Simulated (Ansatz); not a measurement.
Consider the formal exchange of groups at the Se–Si bond: `CC[SiH2][SeH]` + `C[O][GaH2]` → `C[O][GaH][SeH]` + `CC[SiH3]`.

Computed with Ansatz on PBE0-D4/def2-TZVP structures; ΔE is electronic, products minus reactants. CCSD(T)/CBS is the MP2 limit (def2-TZVPP, def2-QZVPP) plus CCSD(T) − MP2 in def2-TZVPP, frozen cores. Functionals use def2-TZVPP. For Ga, Se outer-core shells are correlated without core-valence functions, which leaves a few kJ/mol of doubt a bond. Scalar relativity is left out up to krypton. One conformer a species, not always the lowest.

`CC[SiH2][SeH]`:

Z-matrix (Å, degrees):
```
C
C 1 1.524
H 1 1.093 2 111.3
H 1 1.093 2 111.4 3 -120.1
H 1 1.092 2 111.1 3 119.6
Si 2 1.872 1 114.2 3 -60.3
H 2 1.097 1 110.8 3 60.5
H 2 1.096 1 110.7 3 177.8
Se 6 2.286 2 112.7 1 -59.0
H 6 1.487 2 111.0 1 56.4
H 6 1.487 2 110.3 1 177.8
H 9 1.470 6 93.1 2 -66.0
```

`C[O][GaH2]`:

Z-matrix (Å, degrees):
```
C
O 1 1.402
H 1 1.099 2 113.2
H 1 1.096 2 110.0 3 120.7
H 1 1.096 2 110.0 3 -120.7
Ga 2 1.782 1 123.8 3 0.0
H 6 1.565 2 115.8 1 -0.0
H 6 1.555 2 113.9 1 180.0
```

`C[O][GaH][SeH]`:

Cartesian coordinates in Å:
```
C 1.209 0.991 -0.282
O 0.535 -0.196 0.052
Ga -1.240 -0.323 0.095
Se -1.990 -2.428 0.686
H 1.846 1.305 0.552
H 1.849 0.823 -1.154
H 0.531 1.824 -0.518
H -2.136 0.905 -0.244
H -0.605 -2.901 0.812
```

`CC[SiH3]`:

Cartesian coordinates in Å:
```
C -0.080 -1.418 -0.011
C -0.085 -0.071 0.705
Si 0.132 1.389 -0.453
H -0.209 -2.247 0.690
H 0.859 -1.583 -0.545
H -0.887 -1.482 -0.746
H 0.713 -0.033 1.454
H -1.022 0.067 1.255
H -0.965 1.421 -1.460
H 1.425 1.283 -1.185
H 0.120 2.674 0.298
```

```json
{"level": "ωB97M-V", "ΔE (kJ/mol)": "-38.7"}
{"level": "MP2/def2-QZVPP", "ΔE (kJ/mol)": "-41.1"}
```

(1) What does CCSD(T)/CBS give? (Best estimate.)

Largest T1 diagnostic among the species: 0.015.

Results:

(1) Ansatz gave: -42.0 kJ/mol. The listed levels differ from it by 3.3, 0.9 kJ/mol.

In def2-TZVPP, CCSD(T) changes the Hartree–Fock value by +6.7 kJ/mol (the triples alone add +0.7 kJ/mol) and MP2 by +8.4 kJ/mol. The D4 term adds +4.0 kJ/mol with B3LYP and +2.2 kJ/mol with PBE0; it sums over pairs of atoms, weighted by their polarisabilities, and B3LYP, whose exchange is more repulsive, gets the larger term.

B3LYP here is the variant with VWN-RPA as its local correlation; programs differ in this.
